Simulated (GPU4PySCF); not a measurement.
DABNA-1 (C30H21BN2), SMILES c1ccc(N2c3ccccc3B3c4ccccc4N(c4ccccc4)c4cccc2c43)cc1. Atoms are numbered in the order given.

```xyz
54

C      6.0082    -0.3037     2.5073
C      5.4591     0.9573     2.2221
C      4.2809     1.0572     1.4676
C      3.6535    -0.1092     0.9974
N      2.4431    -0.0134     0.2255
C      2.5540     0.1430    -1.1658
C      3.8485     0.2505    -1.7432
C      3.9951     0.4856    -3.1094
C      2.8643     0.6340    -3.9343
C      1.5956     0.4926    -3.3712
C      1.3869     0.2094    -1.9953
B      0.0000     0.0000    -1.3303
C     -1.3869    -0.2094    -1.9953
C     -1.5956    -0.4926    -3.3712
C     -2.8643    -0.6340    -3.9343
C     -3.9951    -0.4856    -3.1094
C     -3.8485    -0.2505    -1.7432
C     -2.5540    -0.1430    -1.1658
N     -2.4431     0.0134     0.2255
C     -3.6535     0.1092     0.9974
C     -4.1987     1.3718     1.2818
C     -5.3773     1.4669     2.0369
C     -6.0082     0.3037     2.5073
C     -5.4591    -0.9573     2.2221
C     -4.2809    -1.0572     1.4676
C     -1.2287     0.0105     0.9245
C     -1.2252     0.0246     2.3388
C      0.0000     0.0000     3.0133
C      1.2252    -0.0246     2.3388
C      1.2287    -0.0105     0.9245
C      0.0000     0.0000     0.1931
C      4.1987    -1.3718     1.2818
C      5.3773    -1.4669     2.0369
H      6.9327    -0.3801     3.0993
H      5.9515     1.8701     2.5899
H      3.8351     2.0349     1.2338
H      4.7420     0.1657    -1.1119
H      5.0076     0.5732    -3.5329
H      2.9793     0.8577    -5.0054
H      0.7165     0.6300    -4.0155
H     -0.7165    -0.6300    -4.0155
H     -2.9793    -0.8577    -5.0054
H     -5.0076    -0.5732    -3.5329
H     -4.7420    -0.1657    -1.1119
H     -3.6890     2.2702     0.9046
H     -5.8055     2.4559     2.2592
H     -6.9327     0.3801     3.0993
H     -5.9515    -1.8701     2.5899
H     -3.8351    -2.0349     1.2338
H     -2.1630     0.0423     2.9063
H      0.0000     0.0000     4.1143
H      2.1630    -0.0423     2.9063
H      3.6890    -2.2702     0.9046
H      5.8055    -2.4559     2.2592
```
Charge 0, spin multiplicity 1.

Geometry: PBE-D3(BJ)/def2-SVP. The values are those of a single conformer.

Computed with PBE-D3(BJ)/def2-SVP in GPU4PySCF.

Frequencies are harmonic and unscaled.

Computed normal modes with their intensities:
```
mode  ν (cm⁻¹)  IR (km/mol)  moving atoms (share of kinetic energy)
----  --------  -----------  --------------------------------------
1           24          0.0                          C 88 %, H 11 %
2           25          0.4                          C 85 %, H 12 %
3           47          0.0                          C 79 %, H 19 %
4           48          0.1                          C 81 %, H 18 %
5           53          0.3                          C 84 %, H 14 %
6           72          0.2                          C 83 %, H 13 %
7           75          0.0                  C 69 %, N 17 %, H 14 %
8           84          0.4                          C 77 %, H 17 %
9           93          0.7                   C 75 %, H 14 %, N 9 %
10         123          0.0                          C 81 %, H 17 %
11         176          0.1                          C 84 %, H 15 %
12         188          0.9                          C 84 %, H 10 %
13         205          1.2                           C 87 %, H 9 %
14         214          0.6                          C 76 %, H 13 %
15         214          0.2                          C 80 %, H 17 %
16         250          0.1                          C 87 %, H 12 %
17         254          0.5                          C 89 %, H 10 %
18         262          0.0                          C 83 %, H 16 %
19         276          0.5                          C 82 %, H 16 %
20         340          6.4                           C 90 %, H 9 %
21         355          4.9                          C 81 %, H 13 %
22         392          0.9                          C 86 %, H 10 %
23         402          0.4                  C 63 %, B 17 %, H 16 %
24         412          0.1                          C 72 %, H 27 %
25         413          0.2                          C 70 %, H 29 %
26         415          0.7                          C 81 %, H 12 %
27         437          1.0                  C 67 %, N 21 %, H 12 %
28         438          5.2                  C 65 %, N 18 %, H 16 %
29         457          1.3                   C 80 %, H 11 %, N 9 %
30         472          0.0                  C 70 %, H 17 %, N 13 %
31         500          0.1                          C 78 %, H 20 %
32         506          7.2                          C 74 %, H 19 %
33         520          5.2                          C 77 %, H 18 %
34         540          0.0                          C 71 %, H 22 %
35         551          5.5                  C 48 %, N 31 %, H 19 %
36         603          1.1                          C 81 %, B 10 %
37         608          1.6                           C 88 %, H 9 %
38         613          8.6                          C 76 %, H 10 %
39         615          0.0                           C 85 %, H 9 %
40         621         19.6                  C 77 %, H 12 %, N 11 %
41         624         13.7                  C 44 %, B 36 %, H 19 %
42         630          1.7                           C 82 %, H 9 %
43         643          9.5                          C 82 %, H 10 %
44         651          1.4                          C 83 %, H 10 %
45         654          0.2                  C 71 %, N 16 %, H 13 %
46         702         19.8                          H 64 %, C 36 %
47         702         42.5                          H 64 %, C 36 %
48         725          1.0                          C 88 %, H 10 %
49         731          9.0                          H 70 %, C 29 %
50         734          0.7                          C 79 %, H 16 %
51         736          1.9                          H 70 %, C 29 %
52         750         72.9                          H 70 %, C 25 %
53         767          7.1                          C 62 %, H 35 %
54         770          2.7                          C 67 %, H 29 %
55         770          0.4                          C 63 %, H 32 %
56         785          1.2                          C 66 %, H 31 %
57         819          9.5                          C 75 %, H 19 %
58         832          0.0                          H 79 %, C 21 %
59         833          0.2                          H 77 %, C 23 %
60         845          0.0                          H 66 %, C 34 %
61         852          0.1                          H 62 %, C 37 %
62         855          3.1                          H 49 %, C 46 %
63         883          0.1           C 43 %, H 31 %, N 18 %, B 8 %
64         884          3.4          C 53 %, B 21 %, H 16 %, N 11 %
65         890          8.8                  C 60 %, B 20 %, H 14 %
66         908          9.6                          C 49 %, H 40 %
67         914          1.3                  C 57 %, N 24 %, H 17 %
68         933          4.4                  C 56 %, H 30 %, N 13 %
69         936          0.0                  C 54 %, H 34 %, N 12 %
70         939          3.9                          H 68 %, C 31 %
71         947          0.0                          H 70 %, C 29 %
72         959          0.0                          H 74 %, C 26 %
73         965          0.0                          H 70 %, C 30 %
74         965          0.0                          H 70 %, C 30 %
75         973          0.4                          H 74 %, C 26 %
76         977          0.1                          H 74 %, C 26 %
77         989          0.1                          H 72 %, C 27 %
78         989          0.0                          H 73 %, C 26 %
79         991          8.8                          C 89 %, H 11 %
80         991          2.4                          C 90 %, H 10 %
81        1021          6.9                          C 57 %, H 43 %
82        1023          3.1                          C 52 %, H 48 %
83        1042          0.7                          C 59 %, H 38 %
84        1053         13.1                  C 50 %, H 36 %, N 13 %
85        1057         11.7                          C 57 %, H 42 %
86        1064          0.0                          H 70 %, C 30 %
87        1064         15.9                          H 70 %, C 30 %
88        1085          1.5                          C 68 %, H 30 %
89        1095          0.2                          H 52 %, C 47 %
90        1108          2.1                          H 60 %, C 37 %
91        1136          0.0                                  H 94 %
92        1136          0.0                                  H 94 %
93        1140          6.0                           H 91 %, C 9 %
94        1143          0.4                          H 90 %, C 10 %
95        1143          0.2                           H 91 %, C 9 %
96        1144          0.3                                  H 94 %
97        1147          3.7                          H 51 %, C 49 %
98        1159         10.5                          H 88 %, C 12 %
99        1192          0.5                          C 51 %, H 48 %
100       1207          0.0                          C 70 %, H 28 %
101       1234         29.4                          H 58 %, C 39 %
102       1237          0.1                   H 47 %, C 44 %, B 9 %
103       1272        164.0          C 48 %, H 22 %, B 18 %, N 12 %
104       1274         16.7                  C 47 %, H 34 %, N 11 %
105       1276          0.4                          H 73 %, C 27 %
106       1276          1.0                          H 71 %, C 28 %
107       1302         65.0                  C 38 %, N 37 %, H 18 %
108       1304         47.1          C 45 %, N 26 %, B 15 %, H 14 %
109       1331         25.3          C 37 %, H 30 %, N 21 %, B 12 %
110       1363         54.9                  C 62 %, N 20 %, H 17 %
111       1365          7.8                                  C 94 %
112       1369          0.5                                  C 85 %
113       1372          2.0                                  C 97 %
114       1372          0.0                                  C 97 %
115       1390        106.9                                  C 94 %
116       1427         48.9                          C 67 %, H 25 %
117       1427         57.5                          C 72 %, H 24 %
118       1437          0.3                          C 65 %, H 35 %
119       1437         10.6                          C 65 %, H 35 %
120       1438        158.7                          C 70 %, H 29 %
121       1462         97.6                          C 66 %, H 19 %
122       1476        233.6                          C 68 %, H 21 %
123       1476         62.5                          C 69 %, H 27 %
124       1484         76.0                          C 66 %, H 30 %
125       1488         70.7                          C 66 %, H 27 %
126       1564         12.2                                  C 90 %
127       1572          0.3                                  C 91 %
128       1591        391.6                                  C 92 %
129       1598        193.9                                  C 91 %
130       1603          0.1                                  C 93 %
131       1603          5.2                                  C 93 %
132       1612          2.6                                  C 92 %
133       1613         77.3                                  C 92 %
134       1620          4.2                                  C 93 %
135       1621         10.8                                  C 92 %
136       3110          5.8                                  H 92 %
137       3111          0.1                                  H 92 %
138       3114          0.0                                  H 92 %
139       3114          1.0                                  H 92 %
140       3115         11.6                           H 92 %, C 8 %
141       3123          0.4                           H 92 %, C 8 %
142       3123          9.5                           H 92 %, C 8 %
143       3125         14.1                           H 92 %, C 8 %
144       3127         19.3                           H 92 %, C 8 %
145       3132         25.8                           H 91 %, C 9 %
146       3132          8.5                           H 91 %, C 9 %
147       3138          0.7                           H 91 %, C 9 %
148       3138          7.2                           H 91 %, C 9 %
149       3140          1.6                           H 91 %, C 9 %
150       3142          4.6                           H 91 %, C 9 %
151       3142          1.6                           H 91 %, C 9 %
152       3147         20.8                           H 92 %, C 8 %
153       3151         10.8                           H 91 %, C 9 %
154       3151          1.9                           H 91 %, C 9 %
155       3159          3.6                           H 92 %, C 8 %
156       3161          2.0                           H 91 %, C 9 %
```
